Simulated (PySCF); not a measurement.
Several molecules and their computed UV-vis stick spectra, shuffled. Theory: PySCF, TDDFT CAM-B3LYP/def2-SVPD, vertical, gas phase, core orbitals frozen in the response, def2 core potentials past Kr. Geometries: PBE0-D3(BJ)/def2-SVP; one conformer of each isolated species. Triplets are in the Tamm–Dancoff approximation. Atoms past krypton carry core potentials; spin–orbit coupling is left out.

A. `[OH2]->[Zr](<-[OH2])([F])([F])([F])[F]`
B. `O=NOO`
C. `C1COB([O][GeH3])O1`

Lowest singlet levels (six at most, fewer where fewer were computed) with oscillator strengths:

1. 365 nm (f 0.001); 203 nm (f 0.049); 187 nm (f 0.003); 176 nm (f 0.010); 158 nm (f 0.003); 156 nm (f 0.000); T1 2.39 eV
2. 175 nm (f 0.000); 166 nm (f 0.001); 157 nm (f 0.024); 156 nm (f 0.000); 152 nm (f 0.022); 148 nm (f 0.042); T1 6.93 eV
3. 143 nm (f 0.003); 140 nm (f 0.043); 140 nm (f 0.004); 139 nm (f 0.003); 138 nm (f 0.004); 138 nm (f 0.002); T1 8.48 eV

**Question.** Match each spectrum to its molecule.

**Answer.** 1 = B, 2 = C, 3 = A.
- A: S1 at 8.68 eV, HOMO→LUMO+2 (56%), HOMO→LUMO (38%); for S1 the Löwdin share of zirconium is at most 3% in HOMO and 64% in LUMO+2; HOMO -11.93 and LUMO -0.12 eV.
- B: S1 at 3.40 eV, HOMO→LUMO (96%); Löwdin shares by element: HOMO oxygen 74%, nitrogen 25%; LUMO nitrogen 50%, oxygen 48% or more; HOMO -10.00 and LUMO -1.43 eV.
- C: S1 at 7.09 eV, HOMO→LUMO (82%); Löwdin shares by element: HOMO oxygen 57% or more, carbon 18% (atoms not listed hold the other 25%); LUMO boron 35%, germanium 21%, oxygen 6% or more, hydrogen 6% or more (atoms not listed hold the other 32%); HOMO -9.42 and LUMO 0.65 eV; point group Cs, 2 of its 6 listed states under f = 0.0005.

Without π bonds the low states are Rydberg-like; a valence basis with one diffuse set may place them up to an eV too high.
